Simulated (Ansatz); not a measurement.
Correlation energies of C$_{3}$H$_{5}$NZn, SMILES `C[CH]1N=[CH][Zn]1` by basis set

Cartesian coordinates in Å:
```
C -0.590 1.277 -0.284
C 0.491 0.231 -0.221
N 0.370 -0.705 0.813
C 0.256 -1.943 0.688
Zn 0.374 -1.586 -1.403
H -0.468 1.875 -1.188
H -1.584 0.826 -0.303
H -0.545 1.955 0.576
H 1.496 0.654 -0.247
H 0.200 -2.585 1.569
```

The species carries charge 0 and has multiplicity 1. For Zn the d shell is correlated and the shells below it are frozen. Scalar relativity is left out up to krypton. The geometry is a stationary point of PBE0-D4/def2-TZVP. Frozen core, restricted reference, Ansatz 0.2.0.

```
     basis      HF (Eh)  MP2 corr.
  def2-SVP  -1948.27323   -0.89852
def2-TZVPP  -1948.71090   -1.22712
def2-QZVPP  -1948.75951   -1.30737
```

**Question.** Estimate the CCSD correlation energy and the (T) correction in each basis where they were run (hartree).

**Answer.** 
| basis | CCSD corr. | (T) |
| --- | --- | --- |
| def2-SVP | -0.90429 | -0.03780 |
| def2-TZVPP | -1.19423 | -0.05638 |
